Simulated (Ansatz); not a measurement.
Ansatz (a program for electronic structure) input:

Ansatz 0.2 input:
```yaml
crystal:
  periodic: [false, false, false]
  atoms:
    - {symbol: Pb, position_ang: [-0.00000000, -0.00000000, -0.40746333]}
    - {symbol: Cl, position_ang: [0.00000000, 0.00000000, 1.96541136]}
basis:
  gaussian:
    orbitals: def2-TZVP
hamiltonian:
  xc: b3lyp
  dispersion: d3bj
total_charge: 1
phonons: {temperatures: {t_min: 298.15, t_max: 298.15, t_step: 100}}
```

### Question
Which total energy does the run end on?

### Answer
-652.96065 Eh (B3LYP-D3(BJ)/def2-TZVP). The basis has 87 functions.
